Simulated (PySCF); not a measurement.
H2OSe, SMILES [SeH]O at its CAM-B3LYP/def2-SVP optimised geometry (Å):

```
4

Se    -0.6004    -1.0339     0.0000
H      0.8784    -1.0339     0.0000
O     -0.8282     0.7586     0.0000
H     -0.8784     1.0339    -0.9253
```

Method: CAM-B3LYP/def2-TZVP run with PySCF.

Map of the electron localisation function on the plane z = 1.0 Å:

```
|0000000000000000000000000000000|
|0000000000000000000000000000000|
|0000000000000000000000000000000|
|0000000000000000000000000000000|
|0000000000000000000000000000000|
|0000000000000000000000000000000|
|0000000011122211000000000000000|
|0000000123334332100000000000000|
|0000001234555544210000000000000|
|0000012356666654310000000000000|
|0000013456777765310000000000000|
|0000013456777654210000000000000|
|0000012345665542100000000000000|
|0000001123333211000000000000000|
|0000000001111100000000000000000|
|0000000000011111000000000000000|
|0000000011233333222222110000000|
|0000000135677776544444420000000|
|0000012578999987655666531000000|
|0000025789999998766777641000000|
|0000136899999998766677641000000|
|0000147899999998755666531000000|
|0000146899999998644444310000000|
|0000136899999987532222100000000|
|0000024688999875321110000000000|
|0000013567887653210000000000000|
|0000001245555431100000000000000|
|0000000112332210000000000000000|
|0000000000111000000000000000000|
|0000000000000000000000000000000|
|0000000000000000000000000000000|
```
Scale: ten equal steps from 0.000 (start of '0') to 0.954 (end of '9'), in the order '0123456789'; x runs from -3.50 to 3.50, y from -3.50 (bottom) to 3.50 (top).
